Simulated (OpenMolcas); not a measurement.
## Ir6+ in a point-charge field

Ir6+ among 4 point charges of -2 e arranged as a tetrahedron (Td), 2.25 Å from the ion.
```
   1.2990    1.2990    1.2990  -2.00
   1.2990   -1.2990   -1.2990  -2.00
  -1.2990    1.2990   -1.2990  -2.00
  -1.2990   -1.2990    1.2990  -2.00
```

```yaml
Program: OpenMolcas
Method: "SS-CASPT2, IPEA 0.25 Eh, imaginary shift 0.1 Eh (closed shells correlated: 4f 5s 5p)"
Basis: ANO-RCC-VDZP [7s6p4d2f]
Scalar_Hamiltonian: DKH2, point nucleus
Active_space: 3 electrons in 5 orbitals (5d)
State_averaging: 2S+1 = 4 even, 10 roots; 2S+1 = 2 even, 40 roots
Spin-orbit_coupling: state interaction with AMFI integrals over the reference wave functions
```

The lowest spin-free states (labels of Td), above the lowest:

```json
{"State": "4T1", "Degeneracy": "3", "E (cm-1)": "0", "Free-ion L (%)": "F (100)"}
{"State": "4T2", "Degeneracy": "3", "E (cm-1)": "1070", "Free-ion L (%)": "F (100)"}
{"State": "4A2", "Degeneracy": "1", "E (cm-1)": "3110", "Free-ion L (%)": "F (100)"}
{"State": "4T1", "Degeneracy": "3", "E (cm-1)": "13820", "Free-ion L (%)": "P (100)"}
{"State": "2E", "Degeneracy": "2", "E (cm-1)": "15040", "Free-ion L (%)": "G (86)"}
{"State": "2T2", "Degeneracy": "3", "E (cm-1)": "15190", "Free-ion L (%)": "G (98)"}
{"State": "2T1", "Degeneracy": "3", "E (cm-1)": "15480", "Free-ion L (%)": "G (94)"}
{"State": "2A1", "Degeneracy": "1", "E (cm-1)": "15870", "Free-ion L (%)": "G (100)"}
{"State": "2T1", "Degeneracy": "3", "E (cm-1)": "19050", "Free-ion L (%)": "P (65)"}
{"State": "2T1", "Degeneracy": "3", "E (cm-1)": "20670", "Free-ion L (%)": "H (96)"}
{"State": "2T2", "Degeneracy": "3", "E (cm-1)": "20710", "Free-ion L (%)": "H (90)"}
{"State": "2E", "Degeneracy": "2", "E (cm-1)": "21070", "Free-ion L (%)": "H (90)"}
{"State": "2E", "Degeneracy": "2", "E (cm-1)": "21410", "Free-ion L (%)": "D (95)"}
{"State": "2T1", "Degeneracy": "3", "E (cm-1)": "21720", "Free-ion L (%)": "H (63)"}
{"State": "2T2", "Degeneracy": "3", "E (cm-1)": "21780", "Free-ion L (%)": "D (90)"}
{"State": "2T1", "Degeneracy": "3", "E (cm-1)": "33160", "Free-ion L (%)": "F (99)"}
{"State": "2T2", "Degeneracy": "3", "E (cm-1)": "33310", "Free-ion L (%)": "F (100)"}
{"State": "2A2", "Degeneracy": "1", "E (cm-1)": "33540", "Free-ion L (%)": "F (100)"}
{"State": "2T2", "Degeneracy": "3", "E (cm-1)": "52350", "Free-ion L (%)": "D (100)"}
{"State": "2E", "Degeneracy": "2", "E (cm-1)": "52580", "Free-ion L (%)": "D (100)"}
```

The lowest levels with spin-orbit coupling:

```json
{"E (cm-1)": "0", "Degeneracy": "4", "Label": "Γ8", "2S+1": "4 (81 %)", "g": ""}
{"E (cm-1)": "7780", "Degeneracy": "2", "Label": "Γ7", "2S+1": "4", "g": "1.86 1.86 1.86"}
{"E (cm-1)": "8420", "Degeneracy": "4", "Label": "Γ8", "2S+1": "4", "g": ""}
{"E (cm-1)": "14240", "Degeneracy": "2", "Label": "Γ7", "2S+1": "4 (82 %)", "g": "3.65 3.65 3.65"}
{"E (cm-1)": "14490", "Degeneracy": "2", "Label": "Γ6", "2S+1": "4 (84 %)", "g": "2.61 2.61 2.61"}
{"E (cm-1)": "14500", "Degeneracy": "4", "Label": "Γ8", "2S+1": "4 (83 %)", "g": ""}
{"E (cm-1)": "17450", "Degeneracy": "4", "Label": "Γ8", "2S+1": "4 (55 %)", "g": ""}
{"E (cm-1)": "17730", "Degeneracy": "2", "Label": "Γ6", "2S+1": "4 (54 %)", "g": "4.27 4.27 4.27"}
{"E (cm-1)": "18440", "Degeneracy": "4", "Label": "Γ8", "2S+1": "4 (56 %)", "g": ""}
{"E (cm-1)": "18830", "Degeneracy": "4", "Label": "Γ8", "2S+1": "4 (51 %)", "g": ""}
{"E (cm-1)": "20690", "Degeneracy": "2", "Label": "Γ6", "2S+1": "4 (71 %)", "g": "2.12 2.12 2.12"}
{"E (cm-1)": "27970", "Degeneracy": "2", "Label": "Γ7", "2S+1": "2 (83 %)", "g": "2.88 2.88 2.88"}
{"E (cm-1)": "28240", "Degeneracy": "4", "Label": "Γ8", "2S+1": "2 (77 %)", "g": ""}
{"E (cm-1)": "28450", "Degeneracy": "2", "Label": "Γ6", "2S+1": "2 (80 %)", "g": "1.75 1.75 1.75"}
{"E (cm-1)": "29450", "Degeneracy": "2", "Label": "Γ6", "2S+1": "2 (66 %)", "g": "3.49 3.49 3.49"}
{"E (cm-1)": "29580", "Degeneracy": "4", "Label": "Γ8", "2S+1": "2 (63 %)", "g": ""}
{"E (cm-1)": "30110", "Degeneracy": "2", "Label": "Γ7", "2S+1": "4 (90 %)", "g": "2.58 2.58 2.58"}
{"E (cm-1)": "30110", "Degeneracy": "4", "Label": "Γ8", "2S+1": "4 (86 %)", "g": ""}
{"E (cm-1)": "30420", "Degeneracy": "4", "Label": "Γ8", "2S+1": "2 (66 %)", "g": ""}
{"E (cm-1)": "34390", "Degeneracy": "4", "Label": "Γ8", "2S+1": "2 (53 %)", "g": ""}
```

Electric-dipole absorption from the lowest level at this geometry, strongest bands:

```tsv
E (cm-1)	λ (nm)	Label	f
7780	1290	Γ7	2.02e-06
8420	1190	Γ8	2.51e-06
14500	689	Γ8	9.54e-06
18440	542	Γ8	5.69e-06
18830	531	Γ8	2.28e-06
20690	483	Γ6	6.82e-06
30110	332	Γ7	3.48e-06
30110	332	Γ8	2.20e-06
30420	329	Γ8	1.04e-06
47770	209	Γ8	1.86e-06
48700	205	Γ7	1.06e-06
```

Powder χT (cm3 K/mol): 0.114 at 2 K, 0.114 at 10 K, 0.116 at 50 K, 0.118 at 100 K, 0.123 at 200 K, 0.128 at 300 K. The effective moment at 300 K is 2.828 √(χT) = 1.01 μB.

Roots that are degenerate in the reference are averaged as groups; the widest CASPT2 spread within a group is 150 cm-1 (the 3-fold group of multiplicity 4 near 1070 cm-1 above the lowest state of its run). Shifts and gaps below about the spread of the groups concerned are not significant. Spin-orbit coupling mixes the spin-free states strongly: the lowest level takes only 40 % from its leading state, 4T1. Point charges give a weaker field than real ligands, and real ions of this kind are as a rule low spin; the high spin found here belongs to the model. The ground term spreads over less than 5000 cm-1, several times less than with real ligands, so orbital moments are less quenched and χT lies further from the spin-only value than at real sites. Free-ion shares, where given, are those of the reference states; single-state CASPT2 does not remix them. This is an electrostatic model: the charges have no orbitals. No measured value stands beside these numbers.

The CASPT2 steps took 18 s on 1 thread of Arm Neoverse N1, on a shared host; the integral step is not counted.
